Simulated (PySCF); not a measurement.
C₅H₁₄N₂SSi.
Numbering: `[CH3:1][S:2][C:3]1([Si:4]([CH3:5])([NH2:6])[NH2:7])[CH2:8][CH2:9]1`

Geometry (GFN2-xTB, Å), atoms numbered from 1 in this order:
```xyz
23
C5H14N2SSi angstrom
C      2.524   -0.994    1.045
S      1.821    0.677    1.190
C      0.609    0.604   -0.158
Si    -1.087   -0.087    0.360
C     -2.086   -0.642   -1.148
N     -0.760   -1.473    1.344
N     -2.027    1.108    1.198
C      0.663    1.771   -1.107
C      1.181    0.442   -1.536
H      3.211   -1.030    0.204
H      3.059   -1.196    1.967
H      1.711   -1.700    0.907
H     -3.111   -0.847   -0.863
H     -2.105    0.120   -1.919
H     -1.674   -1.546   -1.582
H     -0.253   -1.312    2.200
H     -1.537   -2.086    1.533
H     -2.485    1.830    0.664
H     -1.629    1.515    2.030
H      1.378    2.555   -0.906
H     -0.268    2.128   -1.525
H      0.611   -0.135   -2.249
H      2.250    0.327   -1.640
```

Definitions: NICS(0) = −σiso at the ring centroid; NICS(1) = −σiso and NICS(1)zz = −σzz at ±1 Å along the ring normal z. Level: GIAO PBE0/pcSseg-1 (PySCF, non-relativistic, gas phase) on the GFN2-xTB geometry, one conformer.

Ring bond lengths (Å), with Mayer bond orders in brackets: C3–C8 1.505 (0.94), C8–C9 1.490 (0.98), C9–C3 1.501 (0.93).

Task: What do the NICS probes read (ppm)?

Result: 
```tsv
ring	type	NICS(0)	NICS(1), two faces	NICS(1)zz, two faces	rms pucker (Å)	centre to ring atoms, mean (Å)
C3–C8–C9	3-membered carbocycle; formal bonds all single	-44.1	-9.6 / -7.9	-26.3 / -21.8	0.00	0.87
```

Task: What do they say, and how far can they be read as aromaticity?

Result: 
- C3–C8–C9: mean NICS(1)zz -24.1 ppm, shielded. C3, C8, C9 have four or more neighbours, so the value isn't read as a sign of a π ring current. The two faces differ by 4.5 ppm, so no symmetry operation interchanges them. NICS(0) lies 35 ppm below the mean NICS(1).

Task: What is the mean of the two in-plane components of NICS at the first NICS(1) probe listed for ring C3–C8–C9, 1 Å off the ring?

Result: The isotropic value is a third of the trace: (3 × -9.6 − (-26.3))/2 = -1.2 ppm.

Task: List the ring angles and the Hirshfeld charges of the ring atoms.

Result: 
- C3–C8–C9: C3 59.4° (-0.104 e), C8 60.2° (-0.097 e), C9 60.4° (-0.092 e); sum 180.0° against 180° for a flat convex ring.
